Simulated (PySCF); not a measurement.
## Correlation energy of Pt⁶⁹⁺ (platinum, charge +69)

Starting occupation: [He] 2s2 2p5, 2p1/2 with m_j = -1/2, +1/2, 2p3/2 with m_j = -1/2, +1/2, +3/2. Computed with PySCF 2.14 in an uncontracted even-tempered set (16 s from 56 bohr⁻², ratio 2.4; 13 p from 72 bohr⁻², ratio 2.4; 5 d from 250 bohr⁻², ratio 2.6; 4 f from 370 bohr⁻², ratio 2.6), with X2C-1e with screened-nucleus spin-orbit coupling, Gaussian nucleus. Frozen: nothing; 9 electrons correlated; the 28 highest virtual spinors left out.

MP2 pair energies summed by pair of shells (mhartree):

```json
{"pair": "2p1/2-2p3/2", "energy": "-83.76", "share (%)": "21.1"}
{"pair": "1s1/2-1s1/2", "energy": "-60.50", "share (%)": "15.2"}
{"pair": "2p3/2-2s1/2", "energy": "-59.57", "share (%)": "15.0"}
{"pair": "2p3/2-2p3/2", "energy": "-51.56", "share (%)": "13.0"}
{"pair": "2p1/2-2s1/2", "energy": "-36.93", "share (%)": "9.3"}
{"pair": "2p1/2-2p1/2", "energy": "-25.98", "share (%)": "6.5"}
{"pair": "1s1/2-2p3/2", "energy": "-23.37", "share (%)": "5.9"}
{"pair": "1s1/2-2p1/2", "energy": "-22.29", "share (%)": "5.6"}
{"pair": "1s1/2-2s1/2", "energy": "-18.83", "share (%)": "4.7"}
{"pair": "2s1/2-2s1/2", "energy": "-14.70", "share (%)": "3.7"}
```

Total MP2 correlation energy: -397.49 mhartree.

At this charge the one-electron X2C treatment keeps the bare 1/r₁₂, with no two-electron picture change or Breit term. That inflates the 1s pair energies well beyond their four-component values.
